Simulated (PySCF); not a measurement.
Ionisation energy of Ni by level of theory

Ni [Ar] 3d8 4s2 [3d3/2^4 3d5/2^4, M_J = 4] → Ni⁺ [Ar] 3d9 [3d3/2^4 3d5/2^5, M_J = 5/2], as a difference of total energies. All numbers are calculated (PySCF 2.14, the two-component X2C-1e Hamiltonian, in x2c-TZVPall-2c with one added diffuse shell each of s, p, d type (7s8p5d1f, 63 functions)). Correlated levels: [Ne] frozen; the 6 highest virtual spinors dropped. "Screened" scales the spin-orbit matrix elements by Boettger's factors to mimic the two-electron term; Breit and QED terms are absent.

| method | ionisation energy (eV) |
| --- | --- |
| GHF (spin-free) | 8.145 |
| GMP2 (spin-free) | 6.579 |
| GHF (screened spin-orbit) | 8.194 |
| GMP2 (screened spin-orbit) | 6.630 |

Q: How much does correlation contribute at GMP2 (screened spin-orbit)?

A: 6.630 − (8.194) = -1.564 eV, measured against GHF (screened spin-orbit).

Errors of the correlated levels include the incompleteness of this basis and the frozen core.

The labels give the starting determinants; with spin-orbit coupling the two ends relaxed to ⟨J²⟩ = 20.01, ⟨L²⟩ = 12.01, ⟨S²⟩ = 2.00 and ⟨J²⟩ = 8.76, ⟨L²⟩ = 6.01, ⟨S²⟩ = 0.75.

MP2 underrates the near-degeneracy of ns² with np² in the lower species.

For comparison: 7.640 eV (measured; NIST Atomic Spectra Database, ionization energies).
